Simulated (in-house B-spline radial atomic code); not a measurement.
RPA and G0W0 on r2SCAN0: Ar IX (Ar8+)

Configuration [He] 2s2 2p6, mean-field start r2SCAN0. Computed with an all-electron radial atomic-structure program (B-spline basis): all electrons, scalar-relativistic (spin-free one-electron X2C), finite nucleus, each spin shell either full or empty, empty states to l = 9 with an (l + 1/2)⁻⁴ tail; G0W0 by contour deformation at full frequency.

Command:
```bash
python run_gw.py task.json out
```
Settings (radii: box in bohr, nucleus in fm):
```
Z                        18
electrons                10
configuration            [He] 2s2 2p6
hamiltonian              x2c
method                   r2scan0
lmax                     9
rms_radius               3.4274
spin_polarised           False
box_radius               7.7
intervals                67
```

Time taken, with all properties: 0.7 s on 1 thread of Arm Neoverse V2 (shared host).

Energies (hartree):

```csv
term,value
mean-field total,-508.15733
Hartree-Fock functional on these orbitals,-507.74660
direct second order,-0.65129
second-order exchange,0.2305
SOSEX correction,0.21983
```

Q: What is the RPA correlation energy, and what remains with SOSEX?

A: RPA gives -0.60849 hartree (-1.66 eV per electron); RPA + SOSEX gives -0.38866, and the second-order doubles -0.42079 hartree (no singles). SOSEX takes back 36 % of the RPA value.

Quasi-particle levels (eV):

| level | occupied | mean field | Σx - vxc | Σc | QP weight | G0W0 |
| --- | --- | --- | --- | --- | --- | --- |
| 2p | yes | -405.29 | -19.66 | ? | ? | ? |
| 2s | yes | -475.40 | -25.15 | 4.24 | 0.982 | -496.31 |
| 1s | yes | -3335.73 | -79.01 | 23.95 | 0.944 | -3390.80 |
| 3s | no | -145.31 | 2.53 | -0.67 | 0.998 | -143.45 |

G0W0 = mean field + (Σx - vxc) + Σc, with Σc (partial-wave tail included) taken at the quasi-particle energy.

Q: Where does G0W0 put 2p?

A: At -423.14 eV, with Σc = 1.81 eV and a quasi-particle weight of 0.986. The tabulated removal energy is 422.6 ± 0.06 eV (NIST, semi-empirical); the calculation leaves out spin-orbit coupling, Breit and QED terms, and what these don't explain is the method's own error.
